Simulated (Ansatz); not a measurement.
Consider the ligand exchange at the Si–C bond: `C[Si](O)(O)F` + `O[SiH3]` → `O[Si](O)(F)O[SiH3]` + CH₄.

Gas-phase electronic energies from Ansatz, PBE0-D4/def2-TZVP geometries. CBS: MP2 limit from def2 TZ/QZ plus the TZ coupled-cluster correction, frozen cores. This one scheme is used for every species. Functionals use def2-TZVPP. One conformer a species, not always the lowest.

| species | LC-ωPBE energy (Eh) |
| --- | --- |
| `C[Si](O)(O)F` | -580.98831 |
| `O[SiH3]` | -367.06716 |
| `O[Si](O)(F)O[SiH3]` | -907.59177 |
| CH₄ | -40.51009 |

Task: Work out ΔE.

Result: ΔE = (-907.59177) + (-40.51009) − (-580.98831) − (-367.06716) = -0.04639 Eh = -121.8 kJ/mol. CCSD(T)/CBS gives -130.8 kJ/mol.

Largest T1 diagnostic among the species: 0.011.

From BLYP to BHLYP (50 % exact exchange), in def2-TZVPP and without D4, ΔE moves by −15.8 kJ/mol. The D4 term adds −4.4 kJ/mol with B3LYP and −2.7 kJ/mol with PBE0; it sums over pairs of atoms, weighted by their polarisabilities, and B3LYP, whose exchange is more repulsive, gets the larger term. In def2-TZVPP, CCSD(T) changes the Hartree–Fock value by +19.6 kJ/mol (the triples alone add +2.6 kJ/mol) and MP2 by +19.9 kJ/mol.

B3LYP here is the variant with VWN-RPA as its local correlation; programs differ in this.
